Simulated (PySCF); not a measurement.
C₂H₆FISi, SMILES I[Si](C)(F)C.

Geometry optimised at B3LYP-D3(BJ)/def2-SVP. The def2 effective core potentials stand for the cores of I; spin–orbit coupling is left out.

Computed with PBE/def2-TZVP (PySCF).

Computed frontier levels, gap, dipole moment and polarisability:
| Quantity | Result |
|---|---|
| highest occupied level | -6.43 eV |
| lowest empty level | -0.91 eV |
| orbital gap | 5.52 eV |
| dipole moment | 2.48 D |
| quadrupole, principal values (traceless, Buckingham form, about the centre of nuclear charge) | -7.30, 1.57, 5.73 D·Å |
| mean static polarisability | 82.8 bohr³ (12.26 Å³) |
| polarisability, principal values | 67.1, 78.5, 102.7 bohr³ |
